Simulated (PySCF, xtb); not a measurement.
Potential energy surface of F2Ge, singlet: symmetric bend, bond length relaxed. Scanned: F-Ge-F angle. Other coordinates (Ge-F bond length) were minimised at PBE0/def2-TZVP.

- GFN1-xTB (xtb)
- RHF/3-21G = PySCF with restricted Hartree-Fock/3-21G
- RKS-B3LYP/3-21G = restricted B3LYP/3-21G in PySCF
- CCSD(T) on RHF/cc-pVTZ, 11 core orbitals frozen (PySCF)

Energies relative to the lowest point of each profile, in kcal/mol; the last columns give the difference from CCSD(T):

```csv
a / °,GFN1-xTB,RHF/3-21G,RKS-B3LYP/3-21G,CCSD(T),GFN1-xTB − CCSD(T),RHF/3-21G − CCSD(T),RKS-B3LYP/3-21G − CCSD(T)
180,52.9,78.3,56.7,44.8,8.1,33.5,11.9
170,48.6,75.3,54.6,43.3,5.3,32.0,11.3
160,40.7,66.9,48.7,39.0,1.7,27.9,9.7
150,32.1,54.8,40.1,32.4,-0.2,22.4,7.8
140,23.7,40.8,30.1,24.4,-0.7,16.5,5.7
130,15.9,26.8,19.8,16.0,-0.1,10.8,3.8
120,9.2,14.5,10.6,8.5,0.6,5.9,2.0
110,3.9,5.2,3.6,2.9,1.0,2.3,0.8
100,0.6,0.0,0.0,0.0,0.6,0.0,0.0
90,0.0,0.0,0.6,1.2,-1.2,-1.2,-0.6
80,3.8,7.3,7.0,8.5,-4.7,-1.2,-1.5
```

GFN1-xTB is furthest from CCSD(T) at 180 (8.1 kcal/mol, above); its mean absolute difference over the points is 2.2 kcal/mol.

RHF/3-21G is furthest from CCSD(T) at 180 (33.5 kcal/mol, above); its mean absolute difference over the points is 14.0 kcal/mol.

RKS-B3LYP/3-21G is furthest from CCSD(T) at 180 (11.9 kcal/mol, above); its mean absolute difference over the points is 5.0 kcal/mol.
